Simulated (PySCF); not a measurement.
Identify the unknown among the candidates.

All candidates are C2H12Si4.

| technique | computed result |
| --- | --- |
| UV, first state | lowest singlet excitation: 6.13 eV (202 nm, f = 0.057) [TDDFT wB97X-D/def2-SVPD] |
| UV, strongest line | among the 8 lowest singlet transitions: S3 at 6.60 eV (188 nm, f = 0.333) [TDDFT wB97X-D/def2-SVPD] |
| Dipole | 0.68 D [wB97X-D/def2-SVPD] |
| Triplet | lowest triplet excitation (Tamm–Dancoff): 4.38 eV [TDA wB97X-D/def2-SVPD] |
| Rotational structure | rotational constants A, B, C: 1.558, 0.833, 0.655 GHz [GFN2-xTB] |
| Polarisability | 144.0 au [wB97X-D/def2-SVPD] |

Gas-phase values; electronic properties from PySCF, density fitting. Levels stand in brackets. One conformer (not necessarily the lowest) at the GFN2-xTB geometry, without solvent, vibrations or thermal averaging.

Question: Which candidate is it?
A. `C=C[Si@@H]([SiH3])[SiH2][SiH3]`
B. `C[Si@@H]1[SiH2]C[SiH2][SiH2]1`
C. `[SiH3][Si]1([SiH3])CC[SiH2]1`
D. `C[Si@@H]1[SiH2]C[Si@@H]1[SiH3]`

Answer: A. It is `C=C[Si@@H]([SiH3])[SiH2][SiH3]`. Numbering: `[CH2:1]=[CH:2][Si@@H:3]([SiH3:4])[SiH2:5][SiH3:6]`. Its formula, C2H12Si4, gives 1 degree of unsaturation: 0 rings and 1 π bond in the structure found. The optimised geometry has point group C1 and is an asymmetric top.

The others, at the same levels:
- `[SiH3][Si]1([SiH3])CC[SiH2]1` fails: its computed lowest singlet excitation is 5.73 eV (216 nm, f = 0.065) (against 6.13 eV), lowest triplet excitation (Tamm–Dancoff) is 5.06 eV (against 4.38 eV) and static isotropic polarisability is 141.4 au (against 144.0 au).
- `C[Si@@H]1[SiH2]C[SiH2][SiH2]1` fails: its computed lowest singlet excitation is 5.41 eV (229 nm, f = 0.002) (against 6.13 eV), lowest triplet excitation (Tamm–Dancoff) is 5.04 eV (against 4.38 eV) and static isotropic polarisability is 135.6 au (against 144.0 au).
- `C[Si@@H]1[SiH2]C[Si@@H]1[SiH3]` fails: its computed lowest singlet excitation is 5.29 eV (234 nm, f = 0.056) (against 6.13 eV), lowest triplet excitation (Tamm–Dancoff) is 4.67 eV (against 4.38 eV) and strongest line among the 8 lowest singlet transitions is S8 at 6.95 eV (178 nm, f = 0.239) (against S3 at 6.60 eV).

Each candidate is one conformer, not necessarily the lowest. The conformers computed, where there is a choice (atom-mapped SMILES and torsion angles):
- `[CH2:1]=[CH:2][Si@@H:3]([SiH3:4])[SiH2:5][SiH3:6]`: C1–C2–Si3–Si4 119°, C2–Si3–Si5–Si6 -29°

The conformers of `C[Si@@H]1[SiH2]C[SiH2][SiH2]1` aren't listed.
